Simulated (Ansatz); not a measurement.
The cluster TiO₄H₄. The state is a singlet with charge 0. Geometry PBE-D4/def2-SVP.

Cartesian coordinates in Å:
```
Ti 0.228 -0.587 0.092
O 0.979 -0.483 1.547
O 0.971 -1.784 -1.088
O -0.414 1.414 -0.461
O 1.226 -0.406 -1.486
H -1.239 -0.799 1.632
H 0.035 2.120 0.045
H 0.005 1.409 -1.354
H -1.790 -0.886 1.073
```

The structure holds one bond between oxygen atoms, so isomers without such links may lie far lower. In the singlet, H6 and H9 lie 0.79 Å apart (atoms count from 1), so H2 has formed as a molecule. Another isomer (singlet) lies 1.25 eV lower at PBE0-D4/def2-TZVP; other spin states weren't run for this one.

Q: Estimate the orbital energies around the gap (eV) in Ansatz with PBE-D4/def2-TZVP, r2SCAN-D4/def2-TZVP, B97M-V/def2-TZVP, PBE0-D4/def2-TZVP, CAM-B3LYP-D4/def2-TZVP.

A: 
```json
{"orbital": "HOMO−5", "PBE-D4/def2-TZVP": "-9.16", "r2SCAN-D4/def2-TZVP": "-9.52", "B97M-V/def2-TZVP": "-9.60", "PBE0-D4/def2-TZVP": "-10.87", "CAM-B3LYP-D4/def2-TZVP": "-12.39"}
{"orbital": "HOMO−4", "PBE-D4/def2-TZVP": "-7.48", "r2SCAN-D4/def2-TZVP": "-7.79", "B97M-V/def2-TZVP": "-7.84", "PBE0-D4/def2-TZVP": "-9.10", "CAM-B3LYP-D4/def2-TZVP": "-10.66"}
{"orbital": "HOMO−3", "PBE-D4/def2-TZVP": "-7.29", "r2SCAN-D4/def2-TZVP": "-7.61", "B97M-V/def2-TZVP": "-7.70", "PBE0-D4/def2-TZVP": "-8.92", "CAM-B3LYP-D4/def2-TZVP": "-10.43"}
{"orbital": "HOMO−2", "PBE-D4/def2-TZVP": "-6.93", "r2SCAN-D4/def2-TZVP": "-7.24", "B97M-V/def2-TZVP": "-7.32", "PBE0-D4/def2-TZVP": "-8.53", "CAM-B3LYP-D4/def2-TZVP": "-10.03"}
{"orbital": "HOMO−1", "PBE-D4/def2-TZVP": "-6.42", "r2SCAN-D4/def2-TZVP": "-6.70", "B97M-V/def2-TZVP": "-6.80", "PBE0-D4/def2-TZVP": "-7.91", "CAM-B3LYP-D4/def2-TZVP": "-9.39"}
{"orbital": "HOMO", "PBE-D4/def2-TZVP": "-4.94", "r2SCAN-D4/def2-TZVP": "-5.18", "B97M-V/def2-TZVP": "-5.30", "PBE0-D4/def2-TZVP": "-6.43", "CAM-B3LYP-D4/def2-TZVP": "-7.94"}
{"orbital": "LUMO", "PBE-D4/def2-TZVP": "-2.80", "r2SCAN-D4/def2-TZVP": "-2.68", "B97M-V/def2-TZVP": "-2.74", "PBE0-D4/def2-TZVP": "-1.77", "CAM-B3LYP-D4/def2-TZVP": "-0.74"}
{"orbital": "LUMO+1", "PBE-D4/def2-TZVP": "-2.14", "r2SCAN-D4/def2-TZVP": "-2.00", "B97M-V/def2-TZVP": "-2.18", "PBE0-D4/def2-TZVP": "-1.35", "CAM-B3LYP-D4/def2-TZVP": "-0.48"}
{"orbital": "LUMO+2", "PBE-D4/def2-TZVP": "-1.70", "r2SCAN-D4/def2-TZVP": "-1.29", "B97M-V/def2-TZVP": "-1.54", "PBE0-D4/def2-TZVP": "-0.78", "CAM-B3LYP-D4/def2-TZVP": "0.09"}
{"orbital": "LUMO+3", "PBE-D4/def2-TZVP": "-1.01", "r2SCAN-D4/def2-TZVP": "-0.69", "B97M-V/def2-TZVP": "-0.92", "PBE0-D4/def2-TZVP": "-0.09", "CAM-B3LYP-D4/def2-TZVP": "0.86"}
{"orbital": "LUMO+4", "PBE-D4/def2-TZVP": "-0.72", "r2SCAN-D4/def2-TZVP": "-0.46", "B97M-V/def2-TZVP": "-0.55", "PBE0-D4/def2-TZVP": "0.28", "CAM-B3LYP-D4/def2-TZVP": "1.31"}
{"orbital": "LUMO+5", "PBE-D4/def2-TZVP": "-0.10", "r2SCAN-D4/def2-TZVP": "0.23", "B97M-V/def2-TZVP": "0.13", "PBE0-D4/def2-TZVP": "0.94", "CAM-B3LYP-D4/def2-TZVP": "1.90"}
```
